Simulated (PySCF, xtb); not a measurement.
hydrogen sulfate (HO4S), SMILES O=S([O-])(=O)O, charge -1.

GFN2-xTB run with xtb 6.7.1 at its own geometry gives an orbital gap of 8.58 eV.

The structure is a stationary point at PBE0-D3(BJ)/def2-SVPD. Other conformers were not sampled.

Problem. What does r2SCAN/def2-SVPD (PySCF) give? (Estimate from the structure and the level; the computed values follow.)

Solution. gap 5.48 eV (levels -1.37 and 4.11 eV).
